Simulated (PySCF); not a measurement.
# How the functional moves excitation energies

Compound: C₂H₇FGeO.
Structure used (PBE0-D3(BJ)/def2-SVP), in Å, numbered top down from 1:
```
atom  x, y, z in Å
C1     1.8264   -0.5317   -1.0554
O2     0.4537   -0.5430   -0.7658
Ge3   -0.1868    0.3679    0.6034
C4    -2.0883    0.0927    0.6258
F5     0.1448    2.0532    0.2807
H6     2.4486   -0.7779   -0.1731
H7     2.0277   -1.2901   -1.8279
H8     2.1602    0.4477   -1.4422
H9     0.6232    0.0437    1.8713
H10   -2.5596    0.7212    1.3939
H11   -2.5019    0.3512   -0.3588
H12   -2.3082   -0.9632    0.8387
```

Linear-response calculations in the def2-SVPD basis (PySCF; singlets by full response, triplets Tamm–Dancoff, core orbitals frozen in the response; HF means time-dependent Hartree–Fock). 'Strongest' is the level of largest summed f among the singlets computed (10 roots, of which the last may lack a degenerate partner); it can jump between rows when another state enters that window. S1 is the lowest singlet of each run and needn't be the same state throughout; f(S1) is that of one state. One conformer (not necessarily the lowest) at the PBE0-D3(BJ)/def2-SVP geometry, without solvent, vibrations or thermal averaging. Relativistic effects, spin–orbit coupling among them, are left out although an element past zinc is present.

| functional | kind | S1 (eV) | f(S1) | strongest (eV) | T1 (eV) | HOMO (eV) | gap (eV) | ionisation energy, ΔSCF (eV) |
| --- | --- | --- | --- | --- | --- | --- | --- | --- |
| PBE | GGA | 6.42 | 0.016 | 7.69 | 6.20 | -6.61 | 6.32 | 10.27 |
| B3LYP | global hybrid, 20% exact exchange | 7.23 | 0.004 | 8.43 | 6.85 | -7.96 | 8.18 | 10.40 |
| PBE0 | global hybrid, 25% exact exchange | 7.44 | 0.002 | 8.68 | 7.00 | -8.19 | 8.73 | 10.38 |
| BHandHLYP | global hybrid, 50% exact exchange | 8.09 | 0.004 | 9.37 | 7.60 | -9.74 | 10.75 | 10.45 |
| CAM-B3LYP | range-separated hybrid | 7.61 | 0.002 | 8.90 | 7.18 | -9.66 | 10.82 | 10.57 |
| wB97X-D | range-separated hybrid | 7.74 | 0.004 | 9.11 | 7.35 | -10.12 | 12.27 | 10.52 |
| LC-wPBE | range-separated hybrid | 8.06 | 0.005 | 9.59 | 7.53 | -11.00 | 13.19 | 10.69 |

S1 runs from 6.42 eV (PBE) to 8.09 eV (BHandHLYP), a spread of 1.66 eV, while the orbital gap spreads over 6.9 eV. Along PBE (0%), B3LYP (20%), PBE0 (25%), BHandHLYP (50%) S1 rises with the share of exact exchange. −ε(HOMO) comes closest to its own ΔSCF ionisation energy with LC-wPBE (+0.31 eV) and misses most with PBE (-3.66 eV).

Without π bonds the low states are Rydberg-like; a valence basis with one diffuse set may place them up to an eV too high.
